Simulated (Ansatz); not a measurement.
One change: `OB(O)[SiH3]` becomes `CB(O)O`.

Ansatz, PBE0-D4/def2-TZVP geometries, multiplicity 1. Each molecule was computed in one conformer, which needn't be the lowest.

```csv
property,`OB(O)[SiH3]`
LUMO energy (B3LYP/def2-TZVPP) / eV,-0.26
HOMO–LUMO gap (PBE0/def2-TZVPP) / eV,8.32
LUMO energy (PBE0/def2-TZVPP) / eV,-0.06
HOMO–LUMO gap (PBE/def2-TZVPP) / eV,6.13
size of the dipole moment (ωB97M-V/def2-TZVPP) / D,3.35
HOMO energy (ωB97M-V/def2-TZVPP) / eV,-10.54
```

(1) What does the change do to each property? (Estimate.)

Results:

(1) Ansatz gave: 
```json
{"property": "LUMO energy (B3LYP/def2-TZVPP) / eV", "`CB(O)O`": "-0.07", "shift": "0.19"}
{"property": "HOMO–LUMO gap (PBE0/def2-TZVPP) / eV", "`CB(O)O`": "9.67", "shift": "1.35"}
{"property": "LUMO energy (PBE0/def2-TZVPP) / eV", "`CB(O)O`": "0.33", "shift": "0.39"}
{"property": "HOMO–LUMO gap (PBE/def2-TZVPP) / eV", "`CB(O)O`": "7.11", "shift": "0.98"}
{"property": "size of the dipole moment (ωB97M-V/def2-TZVPP) / D", "`CB(O)O`": "2.27", "shift": "-1.08"}
{"property": "HOMO energy (ωB97M-V/def2-TZVPP) / eV", "`CB(O)O`": "-11.82", "shift": "-1.28"}
```

With PBE0 the HOMO falls by 0.96 eV and the LUMO rises by 0.39 eV, so the gap widens by about 1.35 eV. PBE moves the HOMO by -0.50 eV and ωB97M-V by -1.28 eV. Dipoles are sizes alone; their direction can turn.

B3LYP here is the variant with VWN-RPA as its local correlation; programs differ in this.
